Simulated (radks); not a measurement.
The selenium anion Se- inside a hard spherical wall (all orbitals vanish at R), configuration held at [Ar] 3d10 4s2 4p5 and not refilled when levels cross. All-electron calculation, scalar-relativistic Kohn-Sham, PBE, spin-polarised, spherical densities, finite nucleus; open shells are filled with parallel spins first; Fermi nuclear charge, rms radius 4.14 fm. Program: a radial shooting solver on a logarithmic mesh with Libxc functionals. Eigenvalues in eV for spin up, with the zero of energy where the potential of the charges vanishes at infinity; a dash marks a level that is unbound or too diffuse for the functional's potential to be trusted. A positive occupied level is held by the wall or, in an anion where self-interaction has pushed it up, behind a barrier. The pressure on the wall is -dE/dV.

| R (bohr) | E (hartree) | kinetic (hartree) | e(3p) | e(3d) | e(4s) | e(4p) | e(5s, empty) | e(5p, empty) | pressure (GPa) |
|---|---|---|---|---|---|---|---|---|---|
| 10 | -2430.05022 | 2479.644 | -144.67 | -44.831 | -9.682 | 0.547 | 4.384 | 5.899 | 0.0346 |
| 8 | -2430.04275 | 2479.683 | -144.21 | -44.369 | -9.283 | 0.914 | 6.112 | 8.643 | 0.287 |
| 5 | -2429.88769 | 2480.372 | -140.14 | -40.325 | -6.174 | 4.144 | 17.452 | 24.026 | 17.2 |
| 4 | -2429.50610 | 2481.878 | -134.68 | -34.929 | -2.121 | 8.857 | 32.738 | 42.287 | 103 |
| 2.5 | -2425.08091 | 2496.026 | -108.31 | -9.145 | 24.305 | 40.504 | 129.22 | 147.01 | 3200 |
| 2 | -2417.44540 | 2518.344 | -84.342 | 14.609 | 60.149 | 81.613 | 244.01 | 265.41 | 15000 |
| 1.5 | -2390.67760 | 2592.725 | -31.003 | 70.476 | 172.27 | 202.43 | 544.42 | 564.46 | 105000 |
